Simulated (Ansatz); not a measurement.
## B2NH2OF (SMILES OB1NB1F): the energy, rung by rung

B2NH2OF has 7 atoms, charge 0, and is taken as a singlet. As SMILES, `OB1NB1F`. The shape was relaxed beforehand at PBE0/def2-SVP. This is one conformer, not always the lowest.

```xyz
7

O    -1.2817    0.1744    1.3139
B    -0.3832    0.1472    0.3120
N     0.6330   -0.7687   -0.0949
B     0.5859    0.3437   -0.9550
F     1.2521    0.7247   -2.0292
H    -1.8280    0.9660    1.2877
H     1.0831   -1.6553    0.1200
```

Quantity: the dissociation energy of the F5–B4 bond into doublet F and doublet B2NH2O (shapes relaxed at PBE0/def2-SVP, no zero-point term), in eV. The values are calculated.

| level | kind | program | value (eV) |
| --- | --- | --- | --- |
| HF/def2-SVP | Hartree–Fock | Ansatz | 5.41 |
| SVWN5/def2-SVP | LDA | Ansatz | 8.40 |
| BLYP/def2-SVP | GGA | Ansatz | 7.27 |
| r2SCAN/def2-SVP | meta-GGA | Ansatz | 7.06 |
| B3LYP/def2-SVP | global hybrid | Ansatz | 7.16 |
| PBE0-D4/def2-SVP | global hybrid | Ansatz | 7.11 |
| CAM-B3LYP/def2-SVP | range-separated hybrid | Ansatz | 7.30 |
| RPA@PBE/def2-SVP | RPA | Ansatz | 6.32 |
| MP2/def2-SVP | perturbation theory | Ansatz | 7.17 |

The values span 5.41 to 8.40 eV. Hartree–Fock misses the correlation of the electron pair that is broken and comes out low. Measured bond enthalpies also hold zero-point and thermal terms, a few tenths of an eV less.
